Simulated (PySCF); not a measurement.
**Polarisability and C₆ of Kr (krypton, neutral)**

[Kr], closed-shell 1S. Calculation: PySCF 2.14, in ANO-RCC-VTZP (6s5p3d1f, 43 functions); the spin-free X2C one-electron Hamiltonian (Gaussian nucleus). Coupled (time-dependent) response in atomic units; α is the mean over directions. The basis has no added diffuse functions, which lowers α and C₆.

| method | mean α (bohr³) | C₆ (like pair) | S(−4) |
| --- | --- | --- | --- |
| UHF | 12.06 | 92.60 | 17.67 |
| PBE | 12.63 | 98.87 | 19.84 |
| PBE0 | 12.45 | 96.68 | 19.20 |
| M06-L | 12.38 | 98.20 | 17.99 |
| LC-wPBE | 12.43 | 96.42 | 19.14 |

S(−4) is the Cauchy moment in α(ω) = α(0) + S(−4) ω² + …

Reference α: 16.78 ± 0.02 bohr³ (recommended; Schwerdtfeger and Nagle, table of static dipole polarizabilities (2023 update)). Published C₆: 130.0 (Chu and Dalgarno (2004); Tang, Norbeck and Certain (1976)).

α(iu) at M06-L:

```json
{"u (hartree)": "0", "α(iu) (bohr³)": "12.38"}
{"u (hartree)": "0.0500", "α(iu) (bohr³)": "12.33"}
{"u (hartree)": "0.100", "α(iu) (bohr³)": "12.20"}
{"u (hartree)": "0.200", "α(iu) (bohr³)": "11.70"}
{"u (hartree)": "0.300", "α(iu) (bohr³)": "10.96"}
{"u (hartree)": "0.500", "α(iu) (bohr³)": "9.145"}
{"u (hartree)": "0.750", "α(iu) (bohr³)": "6.947"}
{"u (hartree)": "1.00", "α(iu) (bohr³)": "5.224"}
{"u (hartree)": "1.50", "α(iu) (bohr³)": "3.090"}
{"u (hartree)": "2.00", "α(iu) (bohr³)": "1.989"}
{"u (hartree)": "3.00", "α(iu) (bohr³)": "1.008"}
{"u (hartree)": "5.00", "α(iu) (bohr³)": "0.4077"}
```
